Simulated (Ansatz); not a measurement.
Species: Nb, charge 0, sextet.

Total energies in def2-QZVPP, 5 correlated electrons, 4 frozen orbitals. Open shells are spin-unrestricted; no spin-orbit coupling. Correlated methods leave the cores frozen (noble-gas shells, and filled d and f shells in the p block). Past Kr the def2 sets carry scalar-relativistic core potentials.

| method | program | energy (Eh) | minus CCSDT(Q) (mEh) |
|---|---|---|---|
| HF | Ansatz | -56.33029 | 64.28 |
| MP2 | Ansatz | -56.38376 | 10.81 |
| CCSD | Ansatz | -56.39230 | 2.27 |
| CCSD(T) | Ansatz | -56.39415 | 0.42 |
| CCSDT(Q) | Ansatz | -56.39457 | 0.00 |

Ansatz is an electronic-structure program.
